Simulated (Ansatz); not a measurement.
A search over several starts for the lowest SCF solution of the cluster Sn3H2 at the given spin, in a small basis.

```yaml
crystal:
  periodic: [false, false, false]
  atoms:
    - {symbol: Sn, position_ang: [-1.807357, 0.548145, 0.166461]}
    - {symbol: Sn, position_ang: [-0.331423, -1.825587, -0.389795]}
    - {symbol: Sn, position_ang: [1.191460, 0.710191, 0.129896]}
    - {symbol: H, position_ang: [-0.529569, 1.896638, 0.427666]}
    - {symbol: H, position_ang: [1.476900, -1.329387, -0.334229]}
basis:
  gaussian: {orbitals: def2-SVP}
magnetization: {spin_polarized: true, initial_magnetization: 0}
hamiltonian: {xc: pbe0, dispersion: d4}
output: {orbitals: {seedname: orbitals}}
```

```sh
$ ansatz run in.yaml --threads 4 --pin off --events-out ev --progress --plain --max-ram 8704MiB
```

Output, abridged:

```
Functional definition: PBE0
1128 factors; integrals over basis functions are off by at most 5.6e-4 eV
mean field evaluation 1: about -17527.5035 eV, gradient 6.3e0 eV
mean field evaluation 2: about -17527.6013 eV, gradient 5.4e0 eV
mean field evaluation 4: about -17527.8490 eV, gradient 1.0e0 eV
mean field evaluation 8: about -17527.9062 eV, gradient 2.9e-2 eV
mean field evaluation 16: about -17527.9062 eV, gradient 5.2e-5 eV
mean field -17527.90621892 eV, -644.1386727036 hartree, gradient 1.8e-5 eV, S^2 0.000000; 2 other end points of the search recorded, 0 dependent functions left out
reference -17527.90624195 eV, -644.1386735500 hartree; 34, 34 occupied and 54, 54 virtual orbitals, 1128 factors
Total energy: -17528.07270030 eV, -644.1447907815 hartree
```

Hardware: 4 threads of Arm Neoverse N1 on a shared host. Wall time 4.6 s.

In the def2 sets Sn takes a core potential; there is no spin–orbit coupling. The structure comes from a short search, and lower isomers may exist.
